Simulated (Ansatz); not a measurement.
Geometry optimisation, RHF/def2-SVP in Ansatz.

Input file:

```yaml
crystal:
  periodic: [false, false, false]
  atoms:
    - { symbol: Zr, position_ang: [0.0, 0.0, 0.0] }
    - { symbol: "N", position_ang: [0.0, 0.0, 2.56] }
    - { symbol: H, position_ang: [-0.877, -0.2713, 3.09] }
    - { symbol: H, position_ang: [0.877, 0.2713, 3.09] }
    - { symbol: O, position_ang: [1.952, 0.0, -0.6893] }
    - { symbol: H, position_ang: [2.2684, -0.9521, -0.806] }
    - { symbol: O, position_ang: [-0.975, 1.6891, -0.6893] }
    - { symbol: H, position_ang: [-1.9328, 1.4584, -0.9117] }
    - { symbol: F, position_ang: [-0.9326, -1.6157, -0.6593] }
    - { symbol: O, position_ang: [1.2429, 1.8744, 0.7473] }
    - { symbol: Si, position_ang: [2.6157, 1.7976, 1.7127] }
    - { symbol: H, position_ang: [3.0958, 0.4199, 1.7685] }
    - { symbol: H, position_ang: [3.6564, 2.6524, 1.149] }
    - { symbol: H, position_ang: [2.2896, 2.2536, 3.0608] }
    - { symbol: H, position_ang: [0.7799, 1.1761, 1.9994] }
basis:
  gaussian: { orbitals: def2-SVP }
hamiltonian:
  xc: hf
relax:
  f_tol: 0.15
  max_steps: 25
  restrain:
    - { distance: [0, 9], at: 3.27, k: 30.0 }
    - { distance: [14, 1], at: 2.26, k: 30.0 }
    - { distance: [0, 1], at: 2.21, k: 30.0 }
    - { distance: [14, 9], at: 1.01, k: 30.0 }
```

Launched with:

```bash
$ ansatz run input.yaml --threads 4 --pin off --max-ram 5120MiB --backend cpu --events-out ev --progress --plain --runs-dir out
```

Question: Where does it end, and by what steps?

Answer: The run converged. The restraints hold the end off the free minimum. After 17 steps the energy has fallen by 5.584 eV (the restraints' own energy left out); H4 moved furthest, 1.52 Å. Parted: Zr1–O10 (2.37 → 3.27 Å). Joined: O10–H15 (1.51 → 0.97 Å).

| step | energy less start (eV) | largest force component (eV/Å) | accepted |
| --- | --- | --- | --- |
| 0 | 0.0000 | 5.056 | yes |
| 1 | -0.9080 | 5.139 | yes |
| 2 | -1.8825 | 6.130 | yes |
| 3 | -3.1256 | 4.367 | yes |
| 4 | -4.3128 | 1.911 | yes |
| 5 | -4.8659 | 1.598 | yes |
| 6 | -5.2097 | 1.352 | yes |
| 7 | -5.3870 | 1.149 | yes |
| 8 | -5.4730 | 1.438 | yes |
| 9 | -5.5349 | 1.268 | yes |
| 10 | -5.4416 | 2.149 | no |
| 11 | -5.5480 | 1.279 | yes |
| 12 | -5.5564 | 1.325 | yes |
| 13 | -5.5605 | 1.352 | yes |
| 14 | -5.5580 | 1.257 | yes |
| 15 | -5.5736 | 1.376 | yes |
| 16 | -5.5786 | 1.291 | yes |
| 17 | -5.5842 | 1.313 | yes |

```xyz
15
Properties=species:S:1:pos:R:3
Zr -0.245 -0.338 0.035
N -0.425 -0.377 2.194
H -1.271 -0.133 2.684
H 0.104 -0.998 2.784
O 1.583 -0.607 -0.500
H 2.448 -0.669 -0.862
O -1.179 1.183 -0.669
H -1.495 1.992 -1.028
F -1.190 -1.870 -0.642
O 1.382 2.027 1.593
Si 3.003 2.219 1.858
H 3.658 0.915 2.127
H 3.585 2.810 0.636
H 3.262 3.109 3.014
H 0.839 1.491 2.197
```

Run time: 44 s on 4 threads of AMD EPYC 7R43 64-Core Processor (Zen 3), on a shared host, peak memory 0.49 GiB.
